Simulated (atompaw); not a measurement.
# Varying the PAW (atompaw) potential for Re

Base potential:

```json
{
 "Element": "rhenium (Re)",
 "Generator": "atompaw 4.2.0.5",
 "Type": "PAW",
 "Functional": "PBE",
 "Relativity": "scalar-relativistic",
 "Frozen core": "[Kr] 4d10 4f14",
 "Valence charge": "15",
 "Reference configuration": "5s2 5p6 5d5 6s1.5 6p0 (charge +0.5)",
 "Partial waves": "5s (bound): rc 1.60 bohr; 6s (bound): rc 1.95 bohr; 5p (bound): rc 1.50 bohr; 6p (bound, empty): rc 1.85 bohr; 5d (bound): rc 1.95 bohr; 5d channel at 0.6 Ry: rc 1.95 bohr; 5f channel at 0.05 Ry: rc 1.95 bohr",
 "Local potential": "bessel scheme, radius 1.90 bohr",
 "Core correction": "smooth core density matched at 1.20 bohr",
 "Augmentation charge": "gaussian compensation charge, radius 1.60 bohr; PAW radius 1.95 bohr; waves and projectors: custom polynom gramschmidtortho"
}
```

Cutoffs, loose and tight: the cutoffs (Ry, on a coarse ladder) from which the occupation-weighted sum of valence levels, in a spherical-Bessel basis at the reference potential, stays within 10 and 1 mRy of its value at 400 Ry. They see the waves, projectors and local potential, not the compensation charge or the core. A dash means not determined.

```csv
change,outcome,"cutoff, loose","cutoff, tight",bound ghosts
base,generated,35 Ry,55 Ry,none
"local potential bessel scheme, radius 1.04 bohr",generated,35 Ry,55 Ry,none
wave 5d channel at 0.6 Ry: rc 1.95 bohr becomes 5d channel at 4.88 Ry: rc 1.95 bohr,generated,35 Ry,55 Ry,none
functional PBEsol; added wave 5f channel at 0.85 Ry: rc 1.95 bohr,generated,35 Ry,55 Ry,none
```

**Question.** What comes out with this change to the base: all radii scaled by about 1.20 (s 1.92, p 1.80, d 2.34, f 2.34 bohr); local potential bessel scheme, radius 2.28 bohr; augmentation gaussian compensation charge, radius 1.92 bohr; PAW radius 2.34 bohr; waves and projectors: custom polynom gramschmidtortho; core correction smooth core density matched at 1.44 bohr?

**Answer.** outcome: generated; cutoff, loose: 35 Ry; cutoff, tight: 45 Ry; bound ghosts: none.

**Question.** What comes out with this change to the base: core [Kr] 4d10 4f14 5s2, valence charge 13; reference 5p6 5d5 6s1 6p1; waves now 6s (bound): rc 2.55 bohr; 6s channel at 2.2 Ry: rc 2.25 bohr; 5p (bound): rc 1.65 bohr; 6p (bound): rc 1.80 bohr; 5d (bound): rc 2.55 bohr; 5d channel at -0.15 Ry: rc 2.55 bohr; 5f channel at 0.2 Ry: rc 2.05 bohr; 5f channel at 1.45 Ry: rc 2.55 bohr; local potential bessel scheme, radius 2.40 bohr; core correction smooth core density matched at 1.45 bohr; augmentation gaussian compensation charge, radius 2.40 bohr; PAW radius 2.55 bohr; waves and projectors: custom polynom gramschmidtortho?

**Answer.** outcome: generated; cutoff, loose: 30 Ry; cutoff, tight: 50 Ry; bound ghosts: none.

**Question.** What comes out with this change to the base: waves 5s (bound); 6s (bound); 5p (bound); 6p (bound); 5d (bound); 5d channel at 0.6 Ry; 5f channel at 0.05 Ry; augmentation gaussian compensation charge, radius 1.60 bohr; PAW radius 1.95 bohr; waves and projectors: bloechl?

**Answer.** outcome: generated; cutoff, loose: 40 Ry; cutoff, tight: 50 Ry; bound ghosts: none.
